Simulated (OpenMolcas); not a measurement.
# Predicting a hybrid from its neighbours: BSiH4OF

The species is BSiH4OF (8 atoms), meant as a singlet with charge 0. As SMILES, `FBO[SiH3]`. The shape is that of a PBE0-D4/def2-TZVP optimisation. This is one conformer, not always the lowest.

The HOMO–LUMO gap y, in eV, basis 6-311+G(d,p); a is the functional's share of exact exchange. Programs: OpenMolcas 26.06.

| functional | program | a | y (eV) |
| --- | --- | --- | --- |
| PBE | OpenMolcas | 0 | 6.93 |
| BLYP | OpenMolcas | 0 | 6.95 |
| B3LYP | OpenMolcas | 0.2 | ? |
| PBE0 | OpenMolcas | 0.25 | 9.25 |
| BHLYP | OpenMolcas | 0.5 | 11.35 |

Task: Fit y = c + s·a to the known rows and predict B3LYP.

Result: 
1. Means of the 4 rows: a = 0.1875, y = 8.620.
2. Σ(Δa)² = 0.17188, Σ(Δa·Δy) = 1.5225, so the slope is 1.5225/0.17188 = 8.8579.
3. Intercept: 8.620 − (8.8579) × 0.1875 = 6.959. The largest residual of the fit is 0.077.
4. B3LYP: 6.959 + (8.8579) × 0.2 = 8.73 eV.

The run gave 8.83 eV, so the prediction is off by -0.10 eV, about the largest residual. Exact exchange lowers occupied levels and raises empty ones.
